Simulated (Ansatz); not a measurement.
One geometry of (CdS)6 ring (Cd₆S₆), several levels of theory.

```yaml
crystal:
  periodic: [false, false, false]
  atoms:
    - {symbol: Cd, position_ang: [-0.776545, 0.629215, -3.173336]}
    - {symbol: S, position_ang: [0.290225, -1.055732, -4.434188]}
    - {symbol: Cd, position_ang: [1.610740, -1.793872, -2.622447]}
    - {symbol: S, position_ang: [2.934782, -2.596395, -0.839131]}
    - {symbol: Cd, position_ang: [2.908102, -0.544318, 0.323362]}
    - {symbol: S, position_ang: [2.887888, 1.519257, 1.465951]}
    - {symbol: Cd, position_ang: [1.188549, 0.886689, 2.977837]}
    - {symbol: S, position_ang: [-0.491793, 0.304403, 4.528437]}
    - {symbol: Cd, position_ang: [-2.119621, -0.087511, 2.864915]}
    - {symbol: S, position_ang: [-3.776135, -0.523162, 1.239124]}
    - {symbol: Cd, position_ang: [-2.812877, 0.909040, -0.368198]}
    - {symbol: S, position_ang: [-1.843313, 2.352386, -1.962315]}
basis:
  gaussian: {orbitals: def2-SVP, initial_orbitals: start.molden}
hamiltonian: {xc: pbe, dispersion: d4}
scf: {omitted_lower_state_checks: [starts]}
output: {orbitals: {seedname: orbitals}}
```

The file start.molden holds the orbitals of an earlier run on this structure, at another level or in another basis.

```sh
$ ansatz run in.yaml --threads 2 --pin off --events-out ev --progress --plain --max-ram 32768MiB --backend cuda --devices 0, --max-vram 18GiB
```

Output, abridged:

```
Functional definition: PBE
3078 factors; their error is unknown
mean field evaluation 1: about -92360.0611 eV, gradient 2.4e1 eV
mean field evaluation 2: about -92360.5504 eV, gradient 7.4e-1 eV
mean field evaluation 4: about -92360.4309 eV, gradient 1.1e-1 eV
mean field -92360.43091789 eV, -3394.1832320838 hartree, gradient 2.7e-5 eV, S^2 0.000000; 0 other end points of the search recorded, 0 dependent functions left out
reference -92360.43098798 eV, -3394.1832346598 hartree; 108, 108 occupied and 186, 186 virtual orbitals, 3078 factors
Total energy: -92361.26672250 eV, -3394.2139473369 hartree
Checks for a lower state left out: starts
```

It took 6 s on 2 threads of AMD EPYC 7R13 on a shared host and a share (18 GiB) of an NVIDIA H100 80GB HBM3, peak host memory 0.95 GiB.

The first input with `gaussian: {orbitals: def2-TZVP, fitting: {mean_field: def2-universal-jkfit}, initial_orbitals: start.molden}`, `hamiltonian: {xc: pbe0, dispersion: d4}`, `output: {forces: true, orbitals: {seedname: orbitals}}` (abridged; 11 s):

```
Functional definition: PBE0
mean field -92392.92894429 eV, -3395.3775125262 hartree, gradient 9.3e-6 eV, S^2 0.000000
Total energy: -92393.67760663 eV, -3395.4050253596 hartree
Atom 0 force    -0.021671     0.043605    -0.052519 eV/Å
Atom 1 force     0.038341     0.144353     0.463673 eV/Å
Atom 2 force     0.020929    -0.066703    -0.043089 eV/Å
Atom 3 force    -0.211394     0.429252    -0.082943 eV/Å
Atom 4 force     0.053597     0.005599     0.009108 eV/Å
Atom 5 force    -0.265598    -0.413138     0.044470 eV/Å
Atom 6 force     0.036284     0.045140     0.043721 eV/Å
Atom 7 force     0.008924     0.027556    -0.481456 eV/Å
Atom 8 force    -0.041954    -0.032717     0.051200 eV/Å
Atom 9 force     0.396244     0.274340    -0.004090 eV/Å
Atom 10 force    -0.037019     0.023703    -0.019584 eV/Å
Atom 11 force     0.023317    -0.480990     0.071509 eV/Å
Dipole moment:     0.000366     0.005789     0.000601 e Å
Checks for a lower state left out: starts
```

The first input with `hamiltonian: {xc: {name: LC-wPBE, parameters: {omega: 0.3/bohr}}}` (abridged; 6.5 s):

```
Functional definition: LC-wPBE
mean field -92369.14845396 eV, -3394.5035956254 hartree, gradient 1.1e-5 eV, S^2 0.000000
Total energy: -92369.14845398 eV, -3394.5035956261 hartree
Checks for a lower state left out: starts
```

First input, but with `gaussian: {orbitals: def2-TZVP, fitting: {mean_field: def2-universal-jkfit}, initial_orbitals: start.molden}` (abridged; 4.4 s):

```
Functional definition: PBE
mean field -92389.54016617 eV, -3395.2529772273 hartree, gradient 1.2e-5 eV, S^2 0.000000
Total energy: -92390.37596521 eV, -3395.2836922754 hartree
Checks for a lower state left out: starts
```

The first input with `hamiltonian: {xc: {name: LC-wPBE, parameters: {omega: 0.2/bohr}}}` (abridged; 8 s):

```
Functional definition: LC-wPBE
mean field -92367.30528904 eV, -3394.4358605641 hartree, gradient 1.0e-5 eV, S^2 0.000000
Total energy: -92367.30528908 eV, -3394.4358605656 hartree
Checks for a lower state left out: starts
```

The first input with `gaussian: {orbitals: def2-TZVP, fitting: {mean_field: def2-universal-jkfit}, initial_orbitals: start.molden}`, `hamiltonian: {xc: {name: B3LYP}, dispersion: d4}`, `output: {forces: true, orbitals: {seedname: orbitals}}` (abridged; 7.5 s):

```
Functional definition: B3LYP
mean field -92427.73321103 eV, -3396.6565457375 hartree, gradient 2.6e-5 eV, S^2 0.000000
Total energy: -92429.10190663 eV, -3396.7068443730 hartree
Atom 0 force    -0.023567     0.057377    -0.068378 eV/Å
Atom 1 force     0.011136     0.042027     0.130266 eV/Å
Atom 2 force     0.028708    -0.089317    -0.057100 eV/Å
Atom 3 force    -0.064613     0.120470    -0.017385 eV/Å
Atom 4 force     0.070326     0.005408     0.012316 eV/Å
Atom 5 force    -0.083378    -0.122547     0.007329 eV/Å
Atom 6 force     0.045793     0.058747     0.056270 eV/Å
Atom 7 force     0.003140     0.007412    -0.132831 eV/Å
Atom 8 force    -0.059260    -0.044575     0.070156 eV/Å
Atom 9 force     0.112344     0.072962    -0.004602 eV/Å
Atom 10 force    -0.052209     0.031802    -0.023612 eV/Å
Atom 11 force     0.011579    -0.139767     0.027571 eV/Å
Dipole moment:     0.000338     0.005352     0.000563 e Å
Checks for a lower state left out: starts
```

The first input with `hamiltonian: {xc: {name: LC-wPBE, parameters: {omega: 0.15/bohr}}}` (abridged; 7.5 s):

```
Functional definition: LC-wPBE
mean field -92366.33396665 eV, -3394.4001651245 hartree, gradient 2.2e-5 eV, S^2 0.000000
Total energy: -92366.33396672 eV, -3394.4001651273 hartree
Checks for a lower state left out: starts
```

Geometry: PBE-D4/def2-SVP.

In the def2 sets Cd takes a core potential; there is no spin–orbit coupling. B3LYP takes the VWN-RPA correlation. Single mean-field runs in def2-TZVP are fitted with def2-universal-jkfit.
